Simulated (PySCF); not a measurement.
Species: C5H15NSi2.
Atom-mapped SMILES: `[CH3:1][CH2:2]/[CH:3]=[CH:4]\[SiH2:5][NH:6][SiH2:7][CH3:8]` (hydrogens: H9, H10, H11 on C1; H12, H13 on C2; H14 on C3; H15 on C4; H16, H17 on Si5; H18 on N6; H19, H20 on Si7; H21, H22, H23 on C8)

Computed with PySCF at PBE0/pcSseg-1, non-relativistic, on one gas-phase PBE0-D3(BJ)/def2-SVP geometry that isn't relaxed in the solvent. The solvent is an IEF-PCM continuum (cavity from Bondi-type radii × 1.2). The model holds no explicit solvent molecules, cavitation or dispersion.

Gas phase at PBE0/pcSseg-1: HOMO -7.11 eV, LUMO -0.36 eV, dipole 1.60 D.

Task: What does the continuum do to the energy, the frontier levels and the dipole at PBE0/pcSseg-1 in chloroform?

Result: 
```csv
solvent,ε,E(solvent) − E(gas) (kcal/mol),polarisation term (kcal/mol),distortion of the solute (kcal/mol),HOMO (eV),LUMO (eV),dipole (D)
chloroform,4.711,-2.13,-2.28,0.15,-7.06,-0.30,1.97
```

Polarisation term: ½ Σ q·V over the induced surface charges. Distortion: the rise of the solute's own energy as its density leaves the gas-phase optimum.

Task: Which radius a makes the point-dipole formula ΔE = −[(ε − 1)/(2ε + 1)]·μ²/a³ give the value in chloroform, with the gas-phase dipole?

Result: μ = 0.631 au and |ΔE| = 0.00339 Eh give a = 1.84 Å; the farthest nucleus lies 5.36 Å from the centroid of the nuclei, so such a sphere wouldn't even hold the nuclei. The formula assumes a rigid point dipole at the centre of a sphere.

Task: Which ESP-fitted charges (PBE0/pcSseg-1) respond most in chloroform (means over atoms taken as equivalent)?

Result: 
| atoms | environment | gas (e) | solvent (e) | change |
| --- | --- | --- | --- | --- |
| N6 | nitrogen bridging silicon atoms | -0.915 | -0.943 | -0.028 |
| C2 | allylic carbon | +0.411 | +0.439 | +0.028 |
| C3 | alkene CH carbon | -0.334 | -0.358 | -0.024 |
| H18 | N–H hydrogen | +0.398 | +0.422 | +0.024 |
| Si7 | SiH2 silicon | +0.852 | +0.875 | +0.023 |
| H19/H20 | Si–H hydrogen | -0.182 | -0.194 | -0.012 |
| H14 | vinylic hydrogen | +0.155 | +0.166 | +0.011 |
| C1 | methyl carbon | -0.367 | -0.374 | -0.007 |
| C8 | Si-methyl carbon | -0.641 | -0.635 | +0.006 |
| H15 | vinylic hydrogen | +0.168 | +0.173 | +0.005 |
| H16/H17 | Si–H hydrogen | -0.108 | -0.113 | -0.005 |
| C4 | alkene CH carbon | -0.333 | -0.337 | -0.004 |

Conformer computed: `[CH3:1][CH2:2]/[CH:3]=[CH:4]\[SiH2:5][NH:6][SiH2:7][CH3:8]`: C1–C2–C3–C4 -122°, C3–C4–Si5–N6 145°, C4–Si5–N6–Si7 117°, Si5–N6–Si7–C8 -110°.
